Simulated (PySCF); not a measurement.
Ge(I)(SH) (GeHIS), SMILES [SH][Ge][I] (connectivity only; charge and spin as stated), neutral, multiplicity 1.

Geometry: PBE0-D3(BJ)/def2-SVP. The def2 effective core potentials stand for the cores of I; spin–orbit coupling is left out. The values are those of a single conformer.

All values below come from PBE0-D3(BJ)/def2-SVP run with PySCF 2.14.0.

Frequencies are harmonic and unscaled.

Computed vibrational spectrum:
```tsv
mode	ν (cm⁻¹)	IR (km/mol)	moving atoms (share of kinetic energy)
1	113	0.3	S 62 %, I 20 %, Ge 15 %
2	236	34.8	Ge 64 %, I 35 %
3	376	17.3	H 97 %
4	394	45.0	S 65 %, Ge 32 %
5	720	5.3	H 93 %
6	2686	0.2	H 97 %
```
